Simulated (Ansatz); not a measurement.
Ansatz (a program for electronic structure) input for MnBr2, SMILES [Br][Mn][Br] (connectivity only; charge and spin as stated), neutral, multiplicity 6, CAM-B3LYP/def2-TZVPD. The structure is a stationary point at PBE0-D3(BJ)/def2-SVP. The spin state was assumed, not searched.

Ansatz 0.2 input:
```yaml
crystal:
  periodic: [false, false, false]
  atoms:
    - {symbol: Mn, position_ang: [0.00000000, 0.00000000, 0.00000000]}
    - {symbol: Br, position_ang: [0.00000000, 0.00000000, -2.32952255]}
    - {symbol: Br, position_ang: [0.00000000, 0.00000000, 2.32952255]}
basis:
  gaussian:
    orbitals: def2-TZVPD
hamiltonian:
  xc: {name: CAM-B3LYP}
magnetization: {spin_polarized: true, initial_magnetization: 5}
```

Program output:

```
WARN ansatz: RAYON_NUM_THREADS=2 ignored (pool sized by the plan → 2); use --threads N
Functional definition: CAM-B3LYP
integrals: 0.15 GiB planned
1152 factors; integrals over basis functions are off by at most 9.1e-4 eV
integrals: 0.24 GiB planned
250 factors; integrals over basis functions are off by at most 7.9e-5 eV
mean field: 2.33 GiB planned
mean field evaluation 1: about -171420.8839 eV, gradient 3.7e1 eV
mean field evaluation 2: about -171410.7200 eV, gradient 7.6e1 eV
mean field evaluation 4: about -171425.5558 eV, gradient 1.7e0 eV
mean field evaluation 8: about -171425.6611 eV, gradient 9.4e-2 eV
mean field evaluation 16: about -171425.6612 eV, gradient 5.1e-5 eV
mean field -171425.66117529 eV, -6299.7768517054 hartree, gradient 2.0e-5 eV, S^2 8.761825; 0 other end points of the search recorded, 0 dependent functions left out
reference -171425.66129590 eV, -6299.7768561376 hartree; 50, 45 occupied and 112, 117 virtual orbitals, 1152 factors
Total energy: -171425.66129590 eV, -6299.7768561376 hartree
```

Self-consistency was reached.
